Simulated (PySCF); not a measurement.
## WH₃: fields on a plane

All numbers come from PySCF, UPBE0, basis W def2-TZVP with ECP60, H def2-TZVP (scalar-relativistic core potentials, no spin–orbit coupling, density fitting).

The quartet minimum has W–H 1.710 Å (×3); H–W–H 112.3° (×3).

The plane holds W1 at (0.00, 0.00), H2 at (1.71, 0.00), H3 at (-0.65, 1.58) Å. Columns run from x = -2.55 to 4.05 Å, rows from y = 3.75 (top) to -1.95 Å, in steps of 0.3 Å. Other isomers or separated fragments may lie lower. Core electrons replaced by a potential are absent, the electrostatic potential uses the reduced nuclear charge, and values within about 0.7 Å of such atoms have no physical meaning.

Problem. Give the electrostatic potential (V) (cut at 20 V). Lower edges of the bins (V): '0' -0.40, '1' -0.28, '2' -0.09, '3' 0.21, '4' 0.69, '5' 1.45, '6' 2.66, '7' 4.57, '8' 7.59, '9' 12.39; top 20.0.

Solution. 
```
11111111111111111122222
11110000001111111111222
11100000000111111111112
11000000000111111111111
11001222100111111111111
11012455421222211111111
11124798643332211111111
21125899755443211001111
22235899876654210000111
33345789998765321000011
34456799999976543100011
34567999999987875200001
44568999999999997310001
44568999999999997310001
44567999999987875200011
34556899999976543100011
34455678999875432100111
33344567777765322111111
33334455666654332111111
33333344555544332222222
```

Problem. Give the electron localisation function (set to 0 where the density is under 0.005 e/Å³). Every second row and column.

Solution. 
```
0.00 0.00 0.00 0.00 0.00 0.00 0.00 0.00 0.00 0.00 0.00 0.00
0.00 0.00 0.00 0.76 0.00 0.00 0.00 0.00 0.00 0.00 0.00 0.00
0.00 0.65 0.99 1.00 0.99 0.54 0.00 0.00 0.00 0.00 0.00 0.00
0.00 0.94 1.00 1.00 1.00 0.62 0.09 0.00 0.00 0.00 0.00 0.00
0.00 0.78 0.99 1.00 0.93 0.35 0.19 0.37 0.61 0.00 0.00 0.00
0.00 0.11 0.35 0.35 0.48 0.62 0.38 0.96 0.99 0.95 0.00 0.00
0.00 0.01 0.02 0.70 0.00 0.78 0.51 1.00 1.00 0.99 0.00 0.00
0.00 0.01 0.05 0.54 0.83 0.82 0.43 1.00 1.00 0.99 0.00 0.00
0.00 0.10 0.32 0.43 0.30 0.08 0.13 0.84 0.97 0.78 0.00 0.00
0.00 0.13 0.37 0.43 0.14 0.01 0.01 0.11 0.00 0.00 0.00 0.00
```

With open d or f shells other occupations or spin states may lie lower. With an element this heavy the missing spin–orbit coupling can shift these numbers.
